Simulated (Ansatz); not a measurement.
Total energies of (ClGaO)3 ring (Ga3Cl3O3) from Ansatz at PBE0-D4/def2-TZVP, gas phase (1 Eh = 27.2114 eV = 2625.5 kJ/mol). The reference geometry is relaxed at PBE-D4/def2-SVP.

```xyz
9

Ga   -1.282   -1.270   -0.009
Cl   -2.782   -2.785   -0.026
O    -0.340   -0.947    1.493
Ga    0.944    0.319    1.505
Cl    2.074    0.680    3.276
O     1.271    1.274    0.012
Ga    0.331    0.959   -1.492
Cl    0.734    2.079   -3.261
O    -0.949   -0.310   -1.498
```

```
                 state                    geometry  energy (Eh)
      charge 0 singlet                   reference  -7379.90556
      charge 1 doublet                   reference  -7379.50170
      charge 1 doublet  relaxed at PBE-D4/def2-SVP  -7379.52991
free Ga atom (doublet)                           –  -1924.55212
free Cl atom (doublet)                           –   -459.99739
 free O atom (triplet)                           –    -75.01860
```

Problem. Work out the vertical ionisation energy to the doublet.

Solution. E(charge 1 doublet) − E(charge 0 singlet) = -7379.50170 − (-7379.90556) = 0.40386 Eh = 10.99 eV. For comparison, −ε of the highest occupied level is 9.43 eV at this level, 1.56 eV less.

Problem. How much does the charge 1 doublet relax, and what is the adiabatic ionisation energy?

Solution. Relaxation: -7379.50170 − (-7379.52991) = 0.02821 Eh = 0.77 eV. Adiabatic ionisation energy: 0.37565 Eh = 10.22 eV, without zero-point energy. 

Problem. What is the binding energy per atom against free atoms?

Solution. Atoms: 3 × (-1924.55212) + 3 × (-459.99739) + 3 × (-75.01860) = -7378.70433 Eh. Binding: -7378.70433 − (-7379.90556) = 1.20123 Eh = 32.69 eV, or 3.63 eV for each of 9 atoms (no zero-point energy, no counterpoise term).
